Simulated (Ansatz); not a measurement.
Coupled-cluster diagnostics for V3O3⁺ (the lowest singlet isomer of a short search), Ansatz.

Geometry of the singlet (PBE-D4/def2-SVP):

Cartesian coordinates in Å:
```
V -0.123 0.625 -0.802
V -0.319 -1.405 0.067
V 0.158 0.376 1.383
O 0.582 -0.940 -1.367
O -1.474 0.066 0.445
O 1.176 1.278 0.273
```

Correlated methods freeze 18 core orbitals; core or outer-core shells of V are correlated, in sets that lack core-valence functions. The structure comes from a short search, and lower isomers may exist.

(1) Estimate the CCSD(T) correlation energy, the shares of MP2 and (T), T1 and the reference's ⟨S²⟩ for: charge 1, singlet, own geometry in def2-SVP; and the rough time on 4 threads of Intel Xeon on a shared host.

Answers

(1) 
```tsv
state	basis	correlation (eV)	MP2 share (%)	(T) share (%)	T1	⟨S²⟩ (pure)	wall time	remarks
charge 1, singlet, own geometry	def2-SVP	-56.689	73.2	21.8	0.207	0.00 (0.00)	2.3 min	flagged by the program, large T1, restricted SCF unstable
```
Customary marks for T1 are 0.02 (closed shells), 0.045 (open shells) and about 0.05 (3d metals). T1 exceeds 0.02 in 1 of 1 rows and 0.045 in 1; the higher it lies, the less the single-reference result can be trusted.
